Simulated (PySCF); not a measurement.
Ce³⁶⁺: ionisation energy

Ce³⁶⁺ [Ar] 3d4 [3d3/2^4, M_J = 0] → Ce³⁷⁺ [Ar] 3d3 [3d3/2^3, M_J = 3/2], as a difference of total energies. All numbers are calculated (PySCF 2.14, the two-component X2C-1e Hamiltonian, in an uncontracted even-tempered set (16 s from 7 bohr⁻², ratio 2.8; 12 p from 9 bohr⁻², ratio 2.8; 8 d from 9 bohr⁻², ratio 2.8; 3 f from 30 bohr⁻², ratio 3)). Correlated levels: [Ne] frozen; the 74 highest virtual spinors dropped. "Screened" scales the spin-orbit matrix elements by Boettger's factors to mimic the two-electron term; Breit and QED terms are absent.

| method | ionisation energy (eV) |
| --- | --- |
| GHF (spin-free) | 2493.8 |
| GMP2 (spin-free) | 2493.9 |
| GHF (screened spin-orbit) | 2500.2 |
| GMP2 (screened spin-orbit) | 2501.2 |

Breit and QED terms and the two-electron picture change are absent.

The spin-free rows relax to the high-spin LS determinant and lack the spin-orbit shift.

The labels give the starting determinants; with spin-orbit coupling the two ends relaxed to ⟨J²⟩ = 0.00, ⟨L²⟩ = 2.42, ⟨S²⟩ = 2.42 and ⟨J²⟩ = 3.92, ⟨L²⟩ = 8.61, ⟨S²⟩ = 2.32.

For comparison: 2500 ± 5 eV (theoretical estimate listed by NIST; NIST Atomic Spectra Database, ionization energies).
